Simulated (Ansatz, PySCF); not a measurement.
Reaction (SMILES): OB(F)F [difluoroborinic acid] -> [O]B(F)F + H atom (the H-O bond at the site shown breaks; other sites are not compared here)
Structures are relaxed separately at B3LYP-D3(BJ)/def2-TZVP in Ansatz (a program for electronic structure), one conformer each, not searched for the lowest. Frequencies are from Ansatz.

Property: bond dissociation energy (0 K, with B3LYP-D3(BJ) harmonic zero-point energies), in kJ/mol. Correlated levels leave the core frozen unless marked. UHF or UKS for open shells. Spin-orbit coupling is left out. Non-relativistic. Basis-set limits of correlation are two-point, X^-3; Hartree-Fock from the larger set.

CCSD(T)/CBS(cc-pVTZ,cc-pVQZ) (Ansatz) gives 503.2 kJ/mol.

Question: Another calculation gave 344.4 kJ/mol. Which level was it?
A. B2PLYP/def2-TZVPD (Ansatz)
B. HF/def2-TZVPD (PySCF)
C. r2SCAN/def2-TZVPD (Ansatz)
D. M06-L/def2-TZVPD (PySCF)

Answer: B, HF/def2-TZVPD (PySCF). The others give 462.9 (M06-L), 485.4 (B2PLYP), 474.2 (r2SCAN) kJ/mol.
